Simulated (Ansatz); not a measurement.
`N[AsH]N[SiH3]` + H₂S → `N[AsH]S` + `N[SiH3]`  (ligand exchange at the As–N bond)

Gas-phase electronic energies from Ansatz, PBE0-D4/def2-TZVP geometries. CBS: MP2 limit from def2 TZ/QZ plus the TZ coupled-cluster correction, frozen cores. This one scheme is used for every species. Functionals use def2-TZVPP. For As outer-core shells are correlated without core-valence functions, which leaves a few kJ/mol of doubt a bond. Scalar relativity is left out up to krypton. One conformer a species, not always the lowest.

| level | ΔE (kcal/mol) |
| --- | --- |
| BLYP-D4 | -8.2 |
| r2SCAN-D4 | -9.1 |
| PBE0-D4 | -9.1 |
| CAM-B3LYP-D4 | -7.0 |
| BLYP | -9.5 |
| CAM-B3LYP | -7.7 |
| SCS-MP2/def2-QZVPP | -6.7 |
| CCSD/CBS(def2) | -7.5 |

**Question.** What does CCSD(T)/CBS give? (Estimate.)

**Answer.** Computed: -7.4 kcal/mol. The listed levels differ from it by -0.8, -1.7, -1.7, 0.4, -2.1, -0.3, 0.7, -0.1 kcal/mol.

**Question.** What do rigid-rotor, harmonic-oscillator terms from PBE0-D4/def2-TZVP frequencies (298.15 K, 1 bar) make of the CCSD(T)/CBS value? (Estimate.)

**Answer.** Ansatz gave: ΔZPE = +1.9 kcal/mol, ΔH = -5.9 kcal/mol, ΔS = 12 J/(mol·K), ΔG = -6.7 kcal/mol. Modes under 50 cm⁻¹ make the entropy rough.

Largest T1 diagnostic among the species: 0.011.

From BLYP to BHLYP (50 % exact exchange), in def2-TZVPP and without D4, ΔE moves by +1.0 kcal/mol. In def2-TZVPP, CCSD(T) changes the Hartree–Fock value by +1.6 kcal/mol (the triples alone add +0.1 kcal/mol) and MP2 by +1.3 kcal/mol. The D4 term adds +1.0 kcal/mol with B3LYP and +0.6 kcal/mol with PBE0; it sums over pairs of atoms, weighted by their polarisabilities, and B3LYP, whose exchange is more repulsive, gets the larger term.

CCSD(T)/CBS has its own doubt, a few kJ/mol and more with outer-core shells, so smaller differences from it don't rank the levels.

B3LYP here is the variant with VWN-RPA as its local correlation; programs differ in this.
